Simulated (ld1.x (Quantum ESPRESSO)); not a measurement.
P, TM: configuration errors across variants

P, norm-conserving Troullier–Martins (Kleinman–Bylander form), made with ld1.x (Quantum ESPRESSO) 7.5 (PBE, scalar-relativistic). Core [Ne], reference 3s2 3p3. Waves: 3s (bound): rc 1.10 bohr; 3p (bound): rc 1.20 bohr; 3d channel at 0.1 Ry: rc 0.90 bohr. Local part: the d channel. Core correction: a·sin(br)/r model core inside 0.85 bohr.

All-electron excitation energies from the reference (eV): (1) 3s2 3p2 9.730; (2) 3s2 3p1 28.877; (3) 3s2 3p0 58.616; (4) 3s1 3p0 110.621; (5) 3s1 3p4 8.534; (6) 3s0 3p5 17.200; (7) 3s2 3p2.5 3.775.

1 further variants failed, have other tests or too few solved ones, and are left out.

A true bound ghost makes a file unfit for plane-wave use even where its test errors are small: the radial tests pick states by their node count and pass the ghost by.

Errors AE − PS in meV (a dash: test not solved or not reliable):

```tsv
change	(1)	(2)	(3)	(4)	(5)	(6)	(7)	bound ghosts
base	+3.7	+14	-10	-13	+0.4	+5.7	+0.7	s
local potential the s channel	+5.5	+33	+90	+169	+0.7	+3.1	+1.0	none
wave 3s (bound): rc 1.10 bohr becomes 3s (bound): rc 0.96 bohr	+2.8	+6.4	-40	-84	-2.3	-2.2	+0.6	s
wave 3d channel at 0.1 Ry: rc 0.90 bohr becomes 3d channel at -0.16 Ry: rc 0.90 bohr	+3.6	+13	-11	-14	+0.4	+5.7	+0.7	s
wave 3p (bound): rc 1.20 bohr becomes 3p (bound): rc 0.98 bohr	+4.7	+13	-50	-81	+2.0	+11	+1.1	s
core correction a·sin(br)/r model core inside 0.64 bohr	+3.6	+13	-13	-22	-0.2	+3.5	+0.7	s
wave 3d channel at 0.1 Ry: rc 0.90 bohr becomes 3d channel at 0.1 Ry: rc 0.86 bohr	+4.2	+17	+0.9	+4.4	+0.6	+6.2	+0.8	s
all radii but the core radius scaled by about 0.83 (s 0.92, p 1.00, d 0.74 bohr)	+6.7	+25	-30	-111	+11	+47	+1.4	s
core correction a·sin(br)/r model core inside 0.70 bohr	+3.7	+13	-12	-21	-0.1	+3.9	+0.7	s
all radii but the core radius scaled by about 1.09 (s 1.20, p 1.30, d 0.98 bohr)	+2.7	+9.8	-9.1	+7.6	+0.4	+5.2	+0.5	s
```

Problem. Give the same row for: wave 3d channel at 0.1 Ry: rc 0.90 bohr becomes 3d channel at -0.07 Ry: rc 0.90 bohr.

Solution. +3.6, +13, -11, -14, +0.4, +5.7, +0.7; bound ghosts: s.
